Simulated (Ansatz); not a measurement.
Input for Ansatz (development build ahead of 0.2.0):

```yaml
crystal:
  periodic: [false, false, false]
  atoms:
    - { symbol: K, position_ang: [0.0, 0.0, -1.15323] }
    - { symbol: Cl, position_ang: [0.0, 0.0, 1.28891] }
basis:
  gaussian: { orbitals: def2-TZVP }
hamiltonian:
  xc: hf
correlation:
  method: mp2
  frozen_orbitals: { Cl: 5, K: 5 }
```

The input is written out in the form of the current development build from the run's settings.

Results

```yaml
Converged: yes
Reference_energy: -1058.73493 hartree
Correlation_energy: -0.35562 hartree
Total_energy: -1059.09056 hartree
Spin_squared_of_the_determinant: 0.000
```
